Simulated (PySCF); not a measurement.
boroxine (B3H3O3), SMILES B1OBOBO1.

Geometry: ωB97X-D3(BJ)/def2-SVP.

Method: PySCF with ωB97X/def2-TZVP.

Symmetry labels are those of the subgroup C2v that the program uses (full group D3h).

Computed valence orbital energies around the gap with their symmetry:
```json
[
 {"orbital": "HOMO−7", "symmetry": "B2", "energy (eV)": "-15.81"},
 {"orbital": "HOMO−6", "symmetry": "B1", "energy (eV)": "-14.12"},
 {"orbital": "HOMO−5", "symmetry": "A1", "energy (eV)": "-14.12"},
 {"orbital": "HOMO−4", "symmetry": "A1", "energy (eV)": "-14.05"},
 {"orbital": "HOMO−3", "symmetry": "A2", "energy (eV)": "-13.40"},
 {"orbital": "HOMO−2", "symmetry": "B2", "energy (eV)": "-13.40"},
 {"orbital": "HOMO−1", "symmetry": "B1", "energy (eV)": "-12.11"},
 {"orbital": "HOMO", "symmetry": "A1", "energy (eV)": "-12.11"},
 {"orbital": "LUMO", "symmetry": "B2", "energy (eV)": "1.71"},
 {"orbital": "LUMO+1", "symmetry": "A2", "energy (eV)": "1.71"},
 {"orbital": "LUMO+2", "symmetry": "A1", "energy (eV)": "2.73"},
 {"orbital": "LUMO+3", "symmetry": "B2", "energy (eV)": "2.97"}
]
```
